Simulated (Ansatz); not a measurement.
Input for Ansatz (a first-principles code): R-wB97X-V/def2-TZVPP on CH8OSi2 (SMILES C[SiH2]O[SiH3]).

Ansatz 0.2 input:
```yaml
crystal:
  periodic: [false, false, false]
  atoms:
    - {symbol: Si, position_ang: [-0.59874416, -0.98292544, -0.21594926]}
    - {symbol: O, position_ang: [0.82242454, -0.23266732, -0.55373609]}
    - {symbol: Si, position_ang: [2.13280984, 0.57648617, -0.00747407]}
    - {symbol: C, position_ang: [-1.93768634, 0.26751299, 0.13064483]}
    - {symbol: H, position_ang: [-0.95194696, -1.81195331, -1.39056881]}
    - {symbol: H, position_ang: [-0.41141142, -1.86750298, 0.96144505]}
    - {symbol: H, position_ang: [3.16780684, 0.56887500, -1.06344025]}
    - {symbol: H, position_ang: [1.76991520, 1.97736268, 0.31394743]}
    - {symbol: H, position_ang: [2.66615131, -0.07137000, 1.21484184]}
    - {symbol: H, position_ang: [-2.88666011, -0.23570226, 0.33234804]}
    - {symbol: H, position_ang: [-1.69026461, 0.87924067, 1.00081693]}
    - {symbol: H, position_ang: [-2.08249412, 0.93274380, -0.72287564]}
basis:
  gaussian:
    orbitals: def2-TZVPP
hamiltonian:
  xc: {name: wB97X-V}
scf: {lower_state_search: off}
```

It printed:

```
WARN ansatz: RAYON_NUM_THREADS=4 ignored (pool sized by the plan → 4); use --threads N
Functional definition: wB97X-V
these checks for a lower state are left out or cut short: stability, starts, cluster_reference, orbital_swaps, neighbouring_geometries, increment
integrals: 0.27 GiB planned
1385 factors; their error is unknown
integrals: 0.31 GiB planned
338 factors; integrals over basis functions are off by at most 1.3e-5 eV
mean field: 2.11 GiB planned
mean field evaluation 1: about -18965.1742 eV, gradient 5.6e1 eV
mean field evaluation 2: about -18965.0525 eV, gradient 5.8e1 eV
mean field evaluation 4: about -18970.6492 eV, gradient 2.1e0 eV
mean field evaluation 8: about -18970.6735 eV, gradient 4.6e-2 eV
mean field evaluation 16: about -18970.6819 eV, gradient 1.2e-5 eV
mean field -18970.68190117 eV, -697.1597010780 hartree, gradient 4.5e-6 eV, S^2 0.000000; 0 other end points of the search recorded, 0 dependent functions left out
reference -18970.68189869 eV, -697.1597009867 hartree; 25, 25 occupied and 233, 233 virtual orbitals, 1385 factors
Total energy: -18970.68189869 eV, -697.1597009867 hartree
Checks for a lower state left out: stability, starts, cluster_reference, orbital_swaps, neighbouring_geometries, increment
```

The run converged.

Cost: about 12 core-seconds (a rough figure).
